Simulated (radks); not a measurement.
Values are calculated unless marked as measured or tabulated.
Coulomb parameter of the 5d shell of the osmium ion Os+ in the model configuration [Xe] 4f14 5d5 6s1 6p1, as a second difference U = [E(n + 1) + E(n - 1) - 2 E(n)] / (1)^2 with all orbitals relaxed. "Bare": the charge of the atom changes with n. "Screened": the 6p shell takes up the change at fixed total charge, which measures U(5d,5d) + U(6p,6p) - 2 U(5d,6p). Code: a radial shooting solver on a logarithmic mesh with Libxc functionals. Model: Dirac Kohn-Sham, BLYP, spin-unpolarised, spherical densities, finite nucleus; open shells are shared between the two j in proportion to 2j + 1; Fermi nuclear charge, rms radius 5.4126 fm.

| case | configuration | E - E(n) (eV) |
|---|---|---|
| start | [Xe] 4f14 5d5 6s1 6p1 | 0.000 |
| bare +1 | [Xe] 4f14 5d6 6s1 6p1 | -12.415 |
| bare -1 | [Xe] 4f14 5d4 6s1 6p1 | 22.964 |
| screened +1 | [Xe] 4f14 5d6 6s1 | -7.851 |
| screened -1 | [Xe] 4f14 5d4 6s1 6p2 | 10.043 |

U(bare) = 10.549 eV, U(screened by 6p) = 2.192 eV, against the Slater integral F0(5d,5d) = 14.444 eV with frozen orbitals.
